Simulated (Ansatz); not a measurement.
Geometry optimisation, RKS r2SCAN/def2-SVP in Ansatz.

Input:

```yaml
crystal:
  periodic: [false, false, false]
  atoms:
    - { symbol: C, position_ang: [-0.7874, 1.8703, -0.3427] }
    - { symbol: Al, position_ang: [-0.4708, 0.1027, -1.0978] }
    - { symbol: Sn, position_ang: [0.9984, -1.5848, 0.253] }
    - { symbol: O, position_ang: [0.2651, -1.915, 2.0247] }
    - { symbol: H, position_ang: [-0.3271, 2.0127, 0.6091] }
    - { symbol: H, position_ang: [-1.9298, 2.0604, -0.2237] }
    - { symbol: H, position_ang: [-0.4261, 2.6889, -1.0497] }
    - { symbol: H, position_ang: [-1.0421, -0.3046, -2.5144] }
    - { symbol: H, position_ang: [2.6243, -0.8743, 0.5463] }
    - { symbol: H, position_ang: [1.1744, -3.0902, -0.5924] }
    - { symbol: H, position_ang: [-0.0135, -1.023, 2.4081] }
basis:
  gaussian: { orbitals: def2-SVP }
hamiltonian:
  xc: r2scan
relax:
  f_tol: 0.015
  max_steps: 40
```

Launched with:

```bash
$ ansatz run input.yaml --threads 2 --pin off --max-ram 3072MiB --backend cpu --events-out ev --progress --plain --runs-dir out
```

Question: Where does it end, and by what steps?

Answer: The forces met the threshold. The force dipped under the threshold on the way, but the program's further checks kept it going. After 37 steps the energy has fallen by 0.320 eV; H5 moved furthest, 0.89 Å.

```json
{"step": "0", "energy less start (eV)": "0.0000", "largest force component (eV/Å)": "2.063", "accepted": "yes"}
{"step": "2", "energy less start (eV)": "-0.3007", "largest force component (eV/Å)": "0.286", "accepted": "yes"}
{"step": "4", "energy less start (eV)": "-0.3079", "largest force component (eV/Å)": "0.062", "accepted": "yes"}
{"step": "6", "energy less start (eV)": "-0.3098", "largest force component (eV/Å)": "0.195", "accepted": "yes"}
{"step": "8", "energy less start (eV)": "-0.3127", "largest force component (eV/Å)": "0.095", "accepted": "yes"}
{"step": "10", "energy less start (eV)": "-0.3141", "largest force component (eV/Å)": "0.110", "accepted": "yes"}
{"step": "12", "energy less start (eV)": "-0.3155", "largest force component (eV/Å)": "0.023", "accepted": "yes"}
{"step": "14", "energy less start (eV)": "-0.3165", "largest force component (eV/Å)": "0.045", "accepted": "yes"}
{"step": "16", "energy less start (eV)": "-0.3175", "largest force component (eV/Å)": "0.038", "accepted": "yes"}
{"step": "18", "energy less start (eV)": "-0.3180", "largest force component (eV/Å)": "0.033", "accepted": "yes"}
{"step": "20", "energy less start (eV)": "-0.3183", "largest force component (eV/Å)": "0.052", "accepted": "yes"}
{"step": "22", "energy less start (eV)": "-0.3186", "largest force component (eV/Å)": "0.070", "accepted": "yes"}
{"step": "24", "energy less start (eV)": "-0.3190", "largest force component (eV/Å)": "0.030", "accepted": "yes"}
{"step": "26", "energy less start (eV)": "-0.3194", "largest force component (eV/Å)": "0.036", "accepted": "yes"}
{"step": "28", "energy less start (eV)": "-0.3195", "largest force component (eV/Å)": "0.009", "accepted": "yes"}
{"step": "30", "energy less start (eV)": "-0.3195", "largest force component (eV/Å)": "0.097", "accepted": "no"}
{"step": "32", "energy less start (eV)": "-0.3197", "largest force component (eV/Å)": "0.086", "accepted": "no"}
{"step": "34", "energy less start (eV)": "-0.3199", "largest force component (eV/Å)": "0.039", "accepted": "no"}
{"step": "36", "energy less start (eV)": "-0.3201", "largest force component (eV/Å)": "0.017", "accepted": "no"}
{"step": "37", "energy less start (eV)": "-0.3201", "largest force component (eV/Å)": "0.004", "accepted": "yes"}
```

```xyz
11
Properties=species:S:1:pos:R:3
C -1.055 1.749 -0.278
Al -0.298 0.223 -1.237
Sn 1.039 -1.620 0.154
O 0.450 -1.436 2.077
H -1.098 1.609 0.814
H -2.072 1.989 -0.632
H -0.445 2.652 -0.468
H -0.467 0.097 -2.818
H 2.768 -1.517 0.143
H 0.640 -3.267 -0.126
H 0.604 -0.535 2.392
```

Whether the end is a true minimum wasn't checked by a vibrational analysis.

Run time: 2.3 min on 2 threads of Arm Neoverse V2, with other jobs on the host, peak memory 0.17 GiB.
